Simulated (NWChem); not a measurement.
System: BH2S2Cl; SMILES SB(S)Cl

NWChem printed, in part:

```
             Northwest Computational Chemistry Package (NWChem) 7.3.0
             --------------------------------------------------------

 C2V symmetry detected

                             Geometry "geometry" -> ""
                             -------------------------

 Output coordinates in angstroms (scale by  1.889725989 to convert to a.u.)

  No.       Tag          Charge          X              Y              Z
 ---- ---------------- ---------- -------------- -------------- --------------
    1 B                    5.0000     0.00000000     0.00000000     0.01120942
    2 Cl                  17.0000     0.00000000     0.00000000    -1.76068744
    3 S                   16.0000     1.62866802     0.00000000     0.80260330
    4 H                    1.0000     1.20204936     0.00000000     2.09616686
    5 S                   16.0000    -1.62866802     0.00000000     0.80260330
    6 H                    1.0000    -1.20204936     0.00000000     2.09616686

 Effective nuclear repulsion energy (a.u.)     233.2684300841

      Symmetry information
      --------------------

 Group name             C2v
 Group number             16
 Group order               4
 No. of unique centers     4

  pbe96 is a nonlocal functional; adding pw91lda local functional.

                                 NWChem DFT Module
                                 -----------------

 Summary of "ao basis" -> "ao basis" (spherical)
 ------------------------------------------------------------------------------
       Tag                 Description            Shells   Functions and Types
 ---------------- ------------------------------  ------  ---------------------
 B                          def2-svp                 6       14   3s2p1d
 Cl                         def2-svp                 8       18   4s3p1d
 S                          def2-svp                 8       18   4s3p1d
 H                          def2-svp                 3        5   2s1p

      Symmetry analysis of basis
      --------------------------

        a1         33
        a2          8
        b1         24
        b2         13

            General Information
            -------------------
          SCF calculation type: DFT
          Wavefunction type:  closed shell.
          No. of atoms     :     6
          No. of electrons :    56
           Alpha electrons :    28
            Beta electrons :    28
          Charge           :     0
          Spin multiplicity:     1
          Use of symmetry is: on ; symmetry adaption is: on
          Maximum number of iterations: 200
          AO basis - number of functions:    78
                     number of shells:    36
          Convergence on energy requested:  1.00D-06
          Convergence on density requested:  1.00D-05
          Convergence on gradient requested:  5.00D-04

              XC Information
              --------------
          PerdewBurkeErnzerhof Exchange Functional  1.000
            Perdew 1991 LDA Correlation Functional  1.000 local
           PerdewBurkeErnz. Correlation Functional  1.000 non-local

             Grid Information
             ----------------
          Grid used for XC integration:  medium
          Radial quadrature: Mura-Knowles
          Angular quadrature: Lebedev.
          Tag              B.-S. Rad. Rad. Pts. Rad. Cut. Ang. Pts.
          ---              ---------- --------- --------- ---------
          B                   0.85       49           8.0       434
          Cl                  1.00       88          11.0       590
          S                   1.00       88           9.0       590
          H                   0.35       45          10.0       434
          Grid pruning is: on
          Number of quadrature shells:   270
          Spatial weights used:  Erf1

      Non-variational initial energy
      ------------------------------

 Total energy =     233.268430
 1-e energy   =       0.000000
 2-e energy   =       0.000000
 HOMO         =     -17.982273
 LUMO         =     -17.960214

      Symmetry analysis of molecular orbitals - initial
      -------------------------------------------------

  Numbering of irreducible representations:

     1 a1          2 a2          3 b1          4 b2

  Orbital symmetries:

     1 a1          2 b1          3 a1          4 a1          5 b1
     6 b2          7 a1          8 b1          9 a1         10 b1
    11 a1         12 b2         13 a2         14 b1         15 a1
    16 a1         17 a1         18 b1         19 b2         20 b1
    21 a1         22 a1         23 b1         24 a1         25 b2
    26 a2         27 a1         28 b1         29 a1         30 b1
    31 a1         32 b2         33 b1         34 a1         35 b2
    36 a2         37 a1         38 b1

   convergence    iter        energy       DeltaE   RMS-Dens  Diis-err
 ---------------- ----- ----------------- --------- --------- ---------
 d= 0,ls=0.0,diis     1  -1263.1731858552 -1.50D+03  4.34D-01  6.71D+01
 d= 0,ls=0.0,diis     2  -1264.4016790187 -1.23D+00  3.57D-01  6.95D+01
 d= 0,ls=0.0,diis     3  -1272.7822980456 -8.38D+00  1.54D-01  4.36D+01
 d= 0,ls=0.0,diis     4  -1281.3487034457 -8.57D+00  3.15D-02  2.52D+00
 d= 0,ls=0.0,diis     5  -1281.3709113247 -2.22D-02  2.15D-02  2.52D+00
 d= 0,ls=0.0,diis     6  -1281.7294420184 -3.59D-01  6.72D-03  1.58D-01
  Resetting Diis
 d= 0,ls=0.0,diis     7  -1281.7495432627 -2.01D-02  2.27D-03  2.32D-02
 d= 0,ls=0.0,diis     8  -1281.7528903267 -3.35D-03  7.67D-04  1.09D-03
 d= 0,ls=0.0,diis     9  -1281.7528316227  5.87D-05  4.55D-04  1.40D-03
 d= 0,ls=0.0,diis    10  -1281.7530653968 -2.34D-04  7.47D-05  2.29D-05
 d= 0,ls=0.0,diis    11  -1281.7530690100 -3.61D-06  1.32D-05  9.04D-07
 d= 0,ls=0.0,diis    12  -1281.7530691242 -1.14D-07  4.20D-06  1.60D-07

         Total DFT energy =    -1281.753069124218
      One electron energy =    -2233.976443995957
           Coulomb energy =      802.792726295625
    Exchange-Corr. energy =      -83.837781507974
 Nuclear repulsion energy =      233.268430084088

 Numeric. integr. density =       55.999995560681

                  Occupations of the irreducible representations
                  ----------------------------------------------

                     irrep           alpha         beta
                     --------     --------     --------
                     a1               13.0         13.0
                     a2                2.0          2.0
                     b1                9.0          9.0
                     b2                4.0          4.0

                       DFT Final Molecular Orbital Analysis
                       ------------------------------------

 Vector   26  Occ=2.000000D+00  E=-2.727071D-01  Symmetry=b1
              MO Center=  9.4D-15, -1.9D-16, -9.0D-01, r^2= 3.5D+00
   Bfn.  Coefficient  Atom+Function         Bfn.  Coefficient  Atom+Function
  ----- ------------  ---------------      ----- ------------  ---------------
    25      0.518762  2 Cl px                22      0.403416  2 Cl px
    43      0.256287  3 S  px                66      0.256287  5 S  px
    19      0.232663  2 Cl px                40      0.188533  3 S  px
    63      0.188533  5 S  px                 4      0.173384  1 B  px
     7      0.136335  1 B  px                37      0.108235  3 S  px

 Vector   27  Occ=2.000000D+00  E=-2.603319D-01  Symmetry=b2
              MO Center= -6.0D-14,  1.1D-15, -2.0D-01, r^2= 4.2D+00
   Bfn.  Coefficient  Atom+Function         Bfn.  Coefficient  Atom+Function
  ----- ------------  ---------------      ----- ------------  ---------------
    26      0.431127  2 Cl py                44     -0.329397  3 S  py
    67     -0.329397  5 S  py                23      0.312383  2 Cl py
    41     -0.246623  3 S  py                64     -0.246623  5 S  py
    20      0.181039  2 Cl py                38     -0.140315  3 S  py
    61     -0.140315  5 S  py                 5      0.131122  1 B  py

 Vector   28  Occ=2.000000D+00  E=-2.374652D-01  Symmetry=a2
              MO Center=  6.1D-14,  2.0D-15,  8.1D-01, r^2= 4.0D+00
   Bfn.  Coefficient  Atom+Function         Bfn.  Coefficient  Atom+Function
  ----- ------------  ---------------      ----- ------------  ---------------
    44      0.469407  3 S  py                67     -0.469407  5 S  py
    41      0.334069  3 S  py                64     -0.334069  5 S  py
    38      0.189796  3 S  py                61     -0.189796  5 S  py
    10      0.034006  1 B  d -2

 Vector   29  Occ=0.000000D+00  E=-5.697558D-02  Symmetry=b2
              MO Center= -1.1D-14,  5.4D-14,  8.9D-02, r^2= 3.0D+00
   Bfn.  Coefficient  Atom+Function         Bfn.  Coefficient  Atom+Function
  ----- ------------  ---------------      ----- ------------  ---------------
     5      0.634029  1 B  py                 8     -0.527742  1 B  py
    44      0.384516  3 S  py                67      0.384516  5 S  py
    26      0.315212  2 Cl py                41      0.182961  3 S  py
    64      0.182961  5 S  py                23      0.163263  2 Cl py
    38      0.103834  3 S  py                61      0.103834  5 S  py

 Vector   30  Occ=0.000000D+00  E=-4.451986D-02  Symmetry=a1
              MO Center= -5.8D-14,  1.4D-15,  1.5D+00, r^2= 4.5D+00
   Bfn.  Coefficient  Atom+Function         Bfn.  Coefficient  Atom+Function
  ----- ------------  ---------------      ----- ------------  ---------------
    52      0.750984  4 H  s                 75      0.750984  6 H  s
    45     -0.559092  3 S  pz                68     -0.559092  5 S  pz
     9     -0.314943  1 B  pz                36     -0.311123  3 S  s
    59     -0.311123  5 S  s                 51      0.218009  4 H  s
    74      0.218009  6 H  s                 42     -0.214950  3 S  pz

 Vector   31  Occ=0.000000D+00  E= 1.731029D-02  Symmetry=b1
              MO Center=  4.8D-14,  1.9D-16,  1.5D+00, r^2= 4.8D+00
   Bfn.  Coefficient  Atom+Function         Bfn.  Coefficient  Atom+Function
  ----- ------------  ---------------      ----- ------------  ---------------
    52      0.961914  4 H  s                 75     -0.961914  6 H  s
    36     -0.858816  3 S  s                 59      0.858816  5 S  s
     7      0.533868  1 B  px                45     -0.486343  3 S  pz
    68      0.486343  5 S  pz                43      0.292174  3 S  px
    66      0.292174  5 S  px                51      0.288928  4 H  s

     Multipole analysis of the density
     ---------------------------------

     L   x y z        total         alpha         beta         nuclear
     -   - - -        -----         -----         ----         -------
     0   0 0 0     -0.000000    -28.000000    -28.000000     56.000000

     1   1 0 0      0.000000      0.000000      0.000000      0.000000
     1   0 1 0     -0.000000     -0.000000     -0.000000      0.000000
     1   0 0 1      0.897673      0.448837      0.448837     -0.000000

     2   2 0 0    -34.932609   -174.185587   -174.185587    313.438565
     2   1 1 0     -0.000000     -0.000000     -0.000000      0.000000
     2   1 0 1      0.000000      0.000000      0.000000      0.000000
     2   0 2 0    -34.452413    -17.226207    -17.226207      0.000000
     2   0 1 1     -0.000000     -0.000000     -0.000000      0.000000
     2   0 0 2    -28.700848   -160.946738   -160.946738    293.192628

            General Information
            -------------------
          SCF calculation type: DFT
          Wavefunction type:  closed shell.
          No. of atoms     :     6
          No. of electrons :    56
           Alpha electrons :    28
            Beta electrons :    28
          Charge           :     0
          Spin multiplicity:     1
          Use of symmetry is: on ; symmetry adaption is: on
          Maximum number of iterations: 200
          AO basis - number of functions:    78
                     number of shells:    36
          Convergence on energy requested:  1.00D-06
          Convergence on density requested:  1.00D-05
          Convergence on gradient requested:  5.00D-04

              XC Information
              --------------
          PerdewBurkeErnzerhof Exchange Functional  1.000
            Perdew 1991 LDA Correlation Functional  1.000 local
           PerdewBurkeErnz. Correlation Functional  1.000 non-local

             Grid Information
             ----------------
          Grid used for XC integration:  medium
          Radial quadrature: Mura-Knowles
          Angular quadrature: Lebedev.
          Tag              B.-S. Rad. Rad. Pts. Rad. Cut. Ang. Pts.
          ---              ---------- --------- --------- ---------
          B                   0.85       49           8.0       434
          Cl                  1.00       88          11.0       590
          S                   1.00       88           9.0       590
          H                   0.35       45          10.0       434
          Grid pruning is: on
          Number of quadrature shells:   270
          Spatial weights used:  Erf1

          Convergence Information
          -----------------------
          Convergence aids based upon iterative change in
          total energy or number of iterations.
          Levelshifting, if invoked, occurs when the
          HOMO/LUMO gap drops below (HL_TOL):  1.00D-02
          DIIS, if invoked, will attempt to extrapolate
          using up to (NFOCK): 10 stored Fock matrices.

                    Damping( 0%)  Levelshifting(0.5)       DIIS
                  --------------- ------------------- ---------------
          dE  on:    start            ASAP                start
          dE off:    2 iters        200 iters           200 iters

                            NWChem DFT Gradient Module
                            --------------------------

  charge          =   0.00
  wavefunction    = closed shell

  Using symmetry

                         DFT ENERGY GRADIENTS

    atom               coordinates                        gradient
                 x          y          z           x          y          z
   1 B       0.000000   0.000000   0.021183    0.000000   0.000000   0.000001
   2 Cl      0.000000   0.000000  -3.327217    0.000000   0.000000   0.000359
   3 S       3.077736   0.000000   1.516700   -0.000394   0.000000   0.000033
   4 H       2.271544   0.000000   3.961181   -0.000092   0.000000  -0.000213
   5 S      -3.077736   0.000000   1.516700    0.000394   0.000000   0.000033
   6 H      -2.271544   0.000000   3.961181    0.000092   0.000000  -0.000213
```

Level: PBE/def2-SVP. The geometry was optimised at PBE-D3(BJ)/def2-SVP.

Problem. Write an input that gives this output.

Solution. This is not unique; one that fits is the input that was run:
```
start job
memory heap 200 mb stack 900 mb global 1100 mb
geometry units angstroms noautoz
  B     -0.002496    -0.000010     0.000000
  Cl    -1.774382     0.006195     0.000000
  S      0.794607     1.625869     0.000000
  H      2.086655     1.194687     0.000000
  S      0.783179    -1.631447     0.000000
  H      2.078242    -1.209397     0.000000
end
basis spherical
  * library def2-svp
end
dft
  xc xpbe96 cpbe96
  iterations 200
  vectors input hcore
end
task dft gradient
```
